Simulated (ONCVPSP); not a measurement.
## What one change does to a pseudopotential (Tc, ONCV)

technetium (Tc), optimised norm-conserving Vanderbilt (ONCV), made with ONCVPSP 4.0.1 (LDA (Perdew-Wang 92), scalar-relativistic). Core [Ar] 3d10, reference 4s2 4p6 4d5 5s1.5 (charge +0.5). Waves: 4s+5s: rc 1.95 bohr, ncon 4, nbas 8, qcut 5.4 1/bohr, 2 projectors; 4p: rc 1.85 bohr, ncon 4, nbas 7, qcut 8.8 1/bohr, 1 projector; 4d: rc 2.40 bohr, ncon 4, nbas 9, qcut 5.3 1/bohr, 2 projectors, debl 3.3 Ha. Local part: polynomial inside 1.55 bohr (lpopt 5, dvloc0 0 Ha). Core correction: Teter function, fcfact 3.75, rcfact 1.5.

Change: all radii but the core radius scaled by about 0.95 (s 1.84, p 1.76, d 2.28 bohr); local potential polynomial inside 1.46 bohr (lpopt 5, dvloc0 0 Ha).

Cutoffs: the cutoffs (Ha) at which the residual kinetic energy of the hardest occupied pseudo-wave falls to 1 and 0.1 mHa per electron; they do not see the model core or the augmentation charge, which bear on the density cutoff. Errors are all-electron minus pseudo energies relative to the spin-unpolarised reference configuration.

Q: What does the change do?

A: The potential gets neither clearly harder nor softer (13 Ha and 17 Ha → 13 Ha and 28 Ha); a bound ghost appears in d, which as a rule spoils a file; of the 4 tests that both files solve, the error grows in 2 and shrinks in 0 by more than 15 % and 0.3 meV (median size 4.3 → 5.5 meV).

```csv
quantity,base,changed
"cutoff, loose",13 Ha,13 Ha
"cutoff, tight",17 Ha,28 Ha
loose cutoff by channel,"s 9.1 Ha, p 13 Ha, d 12 Ha","s 11 Ha, p 13 Ha, d 13 Ha"
bound ghosts,none,d
GHOST(+) flags under 300 eV,none,none
"error for 4s2 4p6 4d5 5s2, meV [ΔE -3.40 eV]",+0.5,+0.4
"error for 4s2 4p6 4d5 5s1, meV [ΔE 5.02 eV]",-1.0,-1.1
"error for 4s2 4p6 4d5 5s0, meV [ΔE 20.22 eV]",-7.6,-9.9
"error for 4s2 4p6 4d4 5s2 5p1, meV [ΔE 3.21 eV]",+66,+83
"rms error of d²Exc/dni dnj with the model core, mHa",1.46,1.33
```

 A true bound ghost makes a file unfit for plane-wave use even where its test errors are small: the radial tests pick states by their node count and pass the ghost by.
